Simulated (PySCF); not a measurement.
C4H9BO2, SMILES CC/C=C\B(O)O, GFN2-xTB optimised geometry.

```
16

C      1.63    -2.60    -1.35
C      0.98    -1.93    -0.14
C      1.37    -0.49    -0.06
C      0.53     0.55     0.00
B     -1.04     0.55     0.00
O     -1.74     1.72     0.00
O     -1.77    -0.59     0.00
H      1.30    -2.12    -2.27
H      2.72    -2.52    -1.30
H      1.36    -3.65    -1.39
H      1.32    -2.43     0.77
H     -0.10    -2.01    -0.20
H      2.44    -0.31    -0.06
H      0.99     1.53     0.05
H     -1.22     2.52     0.00
H     -2.72    -0.42     0.00
```

Density from B3LYP/def2-TZVP run with PySCF 2.14.0 at that geometry.

Minimum of the electron density along straight lines between bonded atoms, close to the bond critical point (lines longer than 1.1 times the sum of covalent radii, or with two minima, are not listed):

```csv
bond,length / Å,ρ at the minimum / e bohr⁻³,∇²ρ there / e bohr⁻⁵,position (fraction from the first atom)
C1–C2,1.529,0.244,-0.60,0.50
C2–C3,1.492,0.267,-0.72,0.48
C3–C4,1.332,0.355,-1.10,0.51
C4–B5,1.571,0.190,-0.31,0.67
B5–O6,1.369,0.206,0.87,0.33
B5–O7,1.354,0.215,0.95,0.33
C1–H8,1.088,0.281,-0.97,0.64
C1–H9,1.089,0.280,-0.96,0.64
C1–H10,1.087,0.281,-0.97,0.64
C2–H11,1.094,0.276,-0.94,0.64
C2–H12,1.088,0.287,-1.01,0.65
C3–H13,1.086,0.286,-1.02,0.64
C4–H14,1.088,0.280,-0.96,0.64
O6–H15,0.955,0.366,-2.52,0.81
O7–H16,0.959,0.362,-2.48,0.81
```
